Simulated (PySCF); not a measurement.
PySCF input for Zr(Cl)2(OH)2 (Cl₂H₂O₂Zr), SMILES [Cl][Zr]([OH])([Cl])[OH], multiplicity 1, IEF-PCM-M06-2X/def2-SVP. Geometry: B3LYP-D3(BJ)/def2-SVP. The multiplicity is an assumed one; no other spin state was optimised. The structure was generated by enumeration; whether it is a known compound was not checked. The def2 effective core potentials stand for the cores of Zr; spin–orbit coupling is left out. Other conformers were not sampled.

```python
import numpy as np
from pyscf import gto, scf, dft
from pyscf.solvent import pcm

mol = gto.M(
    atom='''
    Zr   -0.00000000   -0.00000000   -0.27764712
    Cl   -1.94733748    0.00000001    1.08347007
    Cl    1.94733749    0.00000000    1.08347006
    O    -0.00000001   -1.56771379   -1.36063159
    H    -0.00000001   -2.30013240   -1.98099593
    O     0.00000000    1.56771379   -1.36063161
    H    -0.00000000    2.30013239   -1.98099595
    ''',
    basis='def2-SVP',
    ecp={'Zr': 'def2-svp'},
    charge=0,
    spin=0,
    max_memory=1600,
    verbose=3,
)
mf = dft.RKS(mol, xc='m06-2x').density_fit(auxbasis='def2-universal-jkfit')
mf.grids.level = 4
mf.conv_tol = 1e-9
mf.max_cycle = 100
mf.kernel()
res = {}
for name, eps in {'water': 78.355, 'cyclohexanone': 15.619, 'n-hexane': 1.8819}.items():
    s = mf.PCM()
    s.with_solvent.method, s.with_solvent.eps, s.with_solvent.lebedev_order = 'IEF-PCM', eps, 29
    s.kernel(mf.make_rdm1())
    res[name] = (s.e_tot, eps, s.dip_moment(), s.mo_energy, s.converged)
    print(f'{name}: electrostatic solvation free energy {(s.e_tot - mf.e_tot) * 627.509474:.3f} kcal/mol')
```

Program output:

```
converged SCF energy = -1118.81641149553

WARN: PCM is an experimental feature. It is still in testing.
Features and APIs may be changed in the future.

converged SCF energy = -1118.83047865308
Dipole moment(X, Y, Z, Debye): -0.00000, -0.00000, -5.06047
water: electrostatic solvation free energy -8.827 kcal/mol

WARN: PCM is an experimental feature. It is still in testing.
Features and APIs may be changed in the future.

converged SCF energy = -1118.82937357175
Dipole moment(X, Y, Z, Debye): -0.00000, -0.00000, -4.98554
cyclohexanone: electrostatic solvation free energy -8.134 kcal/mol

WARN: PCM is an experimental feature. It is still in testing.
Features and APIs may be changed in the future.

converged SCF energy = -1118.8215921921
Dipole moment(X, Y, Z, Debye): -0.00000, -0.00000, -4.45117
n-hexane: electrostatic solvation free energy -3.251 kcal/mol
```

Self-consistency was reached.

Cost: very roughly 70 core-seconds.
